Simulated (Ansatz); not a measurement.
`NC[SiH2]BF` + H₂S → `NC[SiH2]S` + `BF`  (cleavage of the Si–B bond)

Isolated molecules relaxed with PBE0-D4/def2-TZVP in Ansatz; ΔE leaves out vibrations. CBS: MP2 limit from def2 TZ/QZ plus the TZ coupled-cluster correction, frozen cores. This one scheme is used for every species. Functionals use def2-TZVPP. B3LYP here is the variant with VWN-RPA as its local correlation; programs differ in this. Each species was taken in one conformer, which may not be the lowest.

Task: Is it downhill or uphill in electronic energy at CCSD(T)/CBS, and by how much? (An estimate is asked.)

Result: Ansatz gave: Downhill: ΔE = -90.6 kJ/mol.

Task: What do these levels give: PBE0-D4, r2SCAN, B3LYP, SCS-MP2/def2-TZVPP, CCSD/def2-TZVPP, MP2/def2-QZVPP? (Estimate.)

Result: Ansatz gave: PBE0-D4 -85.3, r2SCAN -87.6, B3LYP -85.0, SCS-MP2/def2-TZVPP -96.2, CCSD/def2-TZVPP -87.2, MP2/def2-QZVPP -101.4 kJ/mol.

Largest T1 diagnostic among the species: 0.013.

From PBE to PBE0 (25 % exact exchange), in def2-TZVPP and without D4, ΔE moves by −5.4 kJ/mol.
